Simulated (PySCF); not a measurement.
# A survey of ²⁹Si NMR shifts

PySCF 2.14 calculation with shieldings: GIAO PBE0/pcSseg-1 and structure optimised with GFN2-xTB; gas phase, no relativistic terms, a single conformation, one averaged value for each set of equivalent atoms.

Shieldings were converted by a linear fit to measured shifts: ²⁹Si (scatter 8.9 ppm rms, 25.8 ppm with the 6 outliers that the fit left out vs TMS, solution or neat liquid). Occasional misses reach two or three times the rms, and more in compound classes unlike the fitted ones.

Question: Give the ²⁹Si shifts of `[SiH3][Si]([SiH3])([SiH3])C1CCC1`, `C=C1[SiH2]OC[Si@]1(C)Cl`, `CO[SiH](OC)c1cccs1`, `CCO[Si@@H](O)c1cccs1`.

Answer: 
```json
{"compound": "[SiH3:1][Si:2]([SiH3:3])([SiH3:4])[CH:5]1[CH2:6][CH2:7][CH2:8]1", "environment": "Si2: silicon bonded to C, 3 Si", "δ (ppm)": "-74.9"}
{"compound": "[SiH3:1][Si:2]([SiH3:3])([SiH3:4])[CH:5]1[CH2:6][CH2:7][CH2:8]1", "environment": "Si1/3/4: silicon bonded to Si, 3 H (×3)", "δ (ppm)": "-101.8"}
{"compound": "[CH2:1]=[C:2]1[SiH2:3][O:4][CH2:5][Si@:6]1([CH3:7])[Cl:8]", "environment": "Si6: silicon bonded to 3 C, Cl, in a 5-membered ring", "δ (ppm)": "5.7"}
{"compound": "[CH2:1]=[C:2]1[SiH2:3][O:4][CH2:5][Si@:6]1([CH3:7])[Cl:8]", "environment": "Si3: silicon bonded to C, O, 2 H, in a 5-membered ring", "δ (ppm)": "-20.8"}
{"compound": "CO[SiH](OC)c1cccs1", "environment": "silicon bonded to C, 2 O, H", "δ (ppm)": "-42.8"}
{"compound": "CCO[Si@@H](O)c1cccs1", "environment": "silicon bonded to C, 2 O, H", "δ (ppm)": "-40.0"}
```

Question: Order these by ²⁹Si shift, lowest first.
A. C=C(C)[C@@H]1CCN([SiH3])C1
B. C=N[SiH]1CC=CC1
C. CS[SiH2]CC1=COC(=O)C1
D. N#CCC1C[SiH2]C1

Answer: A (-56.6 ppm, silicon bonded to N, 3 H), D (-46.2 ppm, silicon bonded to 2 C, 2 H, in a 4-membered ring), C (-19.0 ppm, silicon bonded to C, S, 2 H), B (-9.7 ppm, silicon bonded to 2 C, N, H, in a 5-membered ring).
